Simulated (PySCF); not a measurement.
# Steps of a relaxation of [BiI2]+

[BiI2]+ (singlet). PySCF 2.14.0, RKS TPSS, Bi def2-SVP with ECP60, I def2-SVP with ECP28; non-relativistic Hamiltonian with scalar-relativistic core potentials where named; density fitting; no spin-orbit coupling. Origin of the start: displaced along the imaginary mode. Columns: position (Å) and force (eV/Å). Energies are counted from the last step; some of the 8 steps are shown. Forces carry noise of the integration grid, about 0.01 to 0.03 eV/Å.

Run from Python with OMP_NUM_THREADS=2. Where DIIS fails, smearing, a level shift and second-order steps follow.
It took 25 s on 2 threads of Arm Neoverse V1, with other jobs on the host, from the converged density of the start.

```xyz
3
step 0  E = 0.989 eV
Bi    0.1549    0.1963    0.0000     0.26    0.37    0.00
I    -0.1275   -0.1616    2.8409    -0.13   -0.19   -0.52
I    -0.1275   -0.1616   -2.8409    -0.13   -0.19    0.52
```

```xyz
3
step 2  E = 0.555 eV
Bi    0.3733    0.4731    0.0000     0.07    0.16    0.00
I    -0.2367   -0.3000    2.6891    -0.04   -0.08   -0.82
I    -0.2367   -0.3000   -2.6891    -0.04   -0.08    0.82
```

```xyz
3
step 5  E = 0.013 eV
Bi    0.6311    0.7998    0.0000     0.23    0.42    0.00
I    -0.3657   -0.4633    2.1925    -0.11   -0.21    0.22
I    -0.3657   -0.4633   -2.1925    -0.11   -0.21   -0.22
```

Task: Where does the relaxation end?

Result: It converges at step 7 in C2v:
```xyz
3
step 7  E = 0
Bi    0.6656    0.8435    0.0000
I    -0.3829   -0.4852    2.1640
I    -0.3829   -0.4852   -2.1640
```

Task: How did the contacts change?

Result: 
| contact | start (Å) | end (Å) |
| --- | --- | --- |
| Bi1–I2 (I) | 2.877 | 2.747 |
| Bi1–I3 (I) | 2.877 | 2.747 |


No frequency check is given that shows the relaxed geometry to be a minimum.
